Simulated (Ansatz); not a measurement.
A structure relaxed at PBE0-D4/def2-TZVP, charge 0, multiplicity 1:

Cartesian coordinates in Å:
```
F 0.856 -2.303 -1.528
Al 0.981 -1.520 -0.077
C 0.714 0.392 -0.050
Ge -1.161 0.938 0.123
H 1.287 -2.419 1.183
H 1.254 0.832 0.795
H 1.095 0.847 -0.970
H -1.786 0.286 1.373
H -1.959 0.481 -1.110
H -1.281 2.466 0.260
```

(1) Give its formula and SMILES.

(2) Summarise the bond lengths by kind.

Results:

(1) CH6AlFGe, `[F][AlH][CH2][GeH3]`.

(2) 1 × Al–F 1.653 Å; 1 × Al–C 1.931 Å; 1 × Al–H 1.577 Å; 1 × C–Ge 1.961 Å; 2 × C–H 1.094 to 1.095 Å; 3 × Ge–H 1.539 to 1.542 Å.

Results of the Gaussian-basis code of Ansatz.
